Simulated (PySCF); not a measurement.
# Molecular orbitals of LaO

PBE0 at R = 1.835 Å; basis La x2c-SVPall, O x2c-SVPall; spin-free X2C with a Gaussian nucleus; PySCF 2.14. State: doublet, about 0.2 electrons in the 4f shell (Mulliken). Only the outer orbitals are listed, counted within each symmetry.

| spin | orbital | occ. | ε (eV) | on La (%) | main shells (%) |
| --- | --- | --- | --- | --- | --- |
| α | 12σ | 1 | -27.05 | 53 | 49 La p, 44 O s |
| α | 6π | 1 | -22.99 | 99 | 99 La p |
| α | 6π | 1 | -22.99 | 99 | 99 La p |
| α | 13σ | 1 | -19.02 | 51 | 47 O s, 45 La p |
| α | 7π | 1 | -8.33 | 24 | 76 O p, 19 La d |
| α | 7π | 1 | -8.33 | 24 | 76 O p, 19 La d |
| α | 14σ | 1 | -7.67 | 34 | 63 O p, 22 La d, 9 La p |
| α | 15σ | 1 | -3.87 | 99 | 85 La s, 10 La p |
| α | 3δ | 0 | -1.50 | 100 | 100 La d |
| α | 3δ | 0 | -1.50 | 100 | 100 La d |
| α | 8π | 0 | -0.99 | 98 | 68 La p, 29 La d |
| β | 12σ | 1 | -27.03 | 52 | 48 La p, 44 O s |
| β | 6π | 1 | -22.87 | 99 | 99 La p |
| β | 6π | 1 | -22.87 | 99 | 99 La p |
| β | 13σ | 1 | -19.00 | 51 | 46 O s, 46 La p |
| β | 7π | 1 | -8.35 | 23 | 77 O p, 18 La d |
| β | 7π | 1 | -8.35 | 23 | 77 O p, 18 La d |
| β | 14σ | 1 | -7.65 | 33 | 65 O p, 20 La d, 8 La p |
| β | 15σ | 0 | -1.93 | 99 | 88 La s |
| β | 3δ | 0 | -1.04 | 100 | 100 La d |
| β | 3δ | 0 | -1.04 | 100 | 100 La d |

Question: Which are the highest filled and the lowest empty level, where do they sit, and how wide is the gap?

Answer: Highest filled α 15σ at -3.87 eV (in %: 85 La s, 10 La p); lowest empty β 15σ at -1.93 eV (in %: 88 La s); the gap at PBE0 is 1.94 eV.

```json
{
 "bond order (Mayer)": "2.28",
 "⟨S²⟩": "0.751",
 "charge on La (Mulliken, basis-dependent)": "0.40",
 "charge on La (Löwdin, basis-dependent)": "0.23",
 "dipole moment (positive dipole means La(−)O(+))": "-3.37 D"
}
```

Spin–orbit coupling is left out. The state is the lowest single determinant that the PBE0 search found; with open d or f shells the true ground state can be another one.
